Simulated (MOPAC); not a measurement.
Input for MOPAC: PM3 on GeH, 2S+1 = 2, a point of a bond scan (R = 2.811 Å).

```
PM3 1SCF PRECISE CHARGE=0 UHF MS=0.5 THREADS=1
GeH

Ge    -0.00000000 1    -0.00000000 1    -0.04867720 1
H      0.00000000 1     0.00000000 1     2.76243103 1
```

Output:

```
*******************************************************************************
 **                                                                           **
 **                              MOPAC v23.2.5                                **
 **                                                                           **
 *******************************************************************************
 ** MOPAC's Digital Object Identifier: https://doi.org/10.5281/zenodo.6511958 **
 **                                                                           **
 ** Please cite the open-source release paper for use of this MOPAC version:  **
 ** J. E. Moussa and J. J. P. Stewart (2026)                                  **
 ** MOPAC: An open-source semiempirical molecular orbital program             **
 ** J. Open Source Softw., 11(119), 8025, https://doi.org/10.21105/joss.08025 **
 *******************************************************************************

                              PM3 CALCULATION RESULTS

 *******************************************************************************
 *  PM3        - The PM3 Hamiltonian to be used
 *  UHF        - UNRESTRICTED HARTREE-FOCK CALCULATION
 *
 *
 *
 *                 CHARGE ON SYSTEM = 0
 *
 *
 *
 *  MS=        - IN MECI, MAGNETIC COMPONENT OF SPIN =  0.5
 *  PRECISE    - TIGHTER CRITERIA TO BE USED
 *  1SCF       - DO 1 SCF AND THEN STOP
 *  THREADS=1  - MULTI-THREADING NOT USED
 *  T=         - A TIME OF 172800.0 SECONDS REQUESTED
 *  DUMP=N     - RESTART FILE WRITTEN EVERY 7200.0 SECONDS REQUESTED
 *******************************************************************************
PM3 1SCF PRECISE CHARGE=0 UHF MS=0.5 THREADS=1
 GeH

   ATOM   CHEMICAL          X               Y               Z
  NUMBER   SYMBOL      (ANGSTROMS)     (ANGSTROMS)     (ANGSTROMS)

     1      Ge         -0.00000000  *  -0.00000000  *  -0.04867720  *
     2       H          0.00000000  *   0.00000000  *   2.76243103  *



          CARTESIAN COORDINATES

    NO.       ATOM           X           Y           Z

     1        Ge         -0.0000     -0.0000     -0.0487
     2         H          0.0000      0.0000      2.7624

  H: (PM3): J. J. P. STEWART, J. COMP. CHEM. 10, 209 (1989).
 Ge: (PM3): J. J. P. STEWART, J. COMP. CHEM. 12, 320-341 (1991).

           Empirical Formula: H Ge  =     2 atoms



      MOLECULAR POINT GROUP   :   C*v


          UHF CALCULATION, NO. OF ALPHA ELECTRONS =    3
                           NO. OF BETA  ELECTRONS =    2

 -------------------------------------------------------------------------------
 PM3 1SCF PRECISE CHARGE=0 UHF MS=0.5 THREADS=1
 GeH



     1SCF WAS SPECIFIED, SO BFGS WAS NOT USED
     SCF FIELD WAS ACHIEVED


                              PM3 CALCULATION
                                                       MOPAC v23.2.5 Linux




          FINAL HEAT OF FORMATION =        118.01702 KCAL/MOL =     493.78319 KJ/MOL


          COSMO AREA              =         85.47 SQUARE ANGSTROMS
          COSMO VOLUME            =         69.14 CUBIC ANGSTROMS

          IONIZATION POTENTIAL    =         10.351468 EV
          ALPHA SOMO LUMO (EV)    =        -10.374 -3.737
          BETA  SOMO LUMO (EV)    =        -10.351 -3.801
          NO. OF ALPHA ELECTRONS  =          3
          NO. OF BETA  ELECTRONS  =          2
          MOLECULAR WEIGHT        =         73.5979         POINT GROUP:  C*v

          MOLECULAR DIMENSIONS (Angstroms)

            Atom       Atom       Distance
            H     2   Ge     1     2.81111
            H     2   Ge     1     0.00000
           Ge     1    H     2     0.00000


          SCF CALCULATIONS        =          1





   ATOM   CHEMICAL          X               Y               Z
  NUMBER   SYMBOL      (ANGSTROMS)     (ANGSTROMS)     (ANGSTROMS)

     1      Ge         -0.00000000  *  -0.00000000  *  -0.04867720  *
     2       H          0.00000000  *   0.00000000  *   2.76243103  *

                             CARTESIAN COORDINATES

   1   Ge       -0.000000000    -0.000000000    -0.048677200
   2    H        0.000000000     0.000000000     2.762431030


           Empirical Formula: H Ge  =     2 atoms



      MOLECULAR POINT GROUP   :   C*v


          ALPHA EIGENVALUES
 -13.34907 -11.12126 -10.37366  -3.73742   2.81844


           BETA EIGENVALUES
 -11.16534 -10.35147  -3.80100   1.06028   3.02236


              NET ATOMIC CHARGES AND DIPOLE CONTRIBUTIONS

  ATOM NO.   TYPE          CHARGE      No. of ELECS.   s-Pop       p-Pop
    1         Ge          -0.026032        4.0260     0.00287     4.02317
    2          H           0.026032        0.9740     0.97397
 DIPOLE           X         Y         Z       TOTAL
 POINT-CHG.     0.000     0.000     0.351     0.351
 HYBRID        -0.000     0.000    -0.132     0.132
 SUM           -0.000     0.000     0.220     0.220


          ATOMIC ORBITAL ELECTRON POPULATIONS

     Atom    s        px        py        pz
    1 Ge   0.00287   2.00000   1.00000   1.02317
    2  H   0.97397


                    (SZ)    =    0.500000
                    (S**2)  =    1.657654


          ATOMIC ORBITAL SPIN POPULATIONS

    Atom   Total    s     px     py     pz
         Atomic
    1 Ge  0.0527  0.003  0.000  1.000 -0.950
    2  H  0.9473  0.947

 **********************
 *                    *
 * JOB ENDED NORMALLY *
 *                    *
 **********************




 == MOPAC DONE ==
```

The run finished. Its determinant has ⟨S²⟩ = 1.66, a mixture of spin states.

Cost: very roughly 0.03 core-seconds.
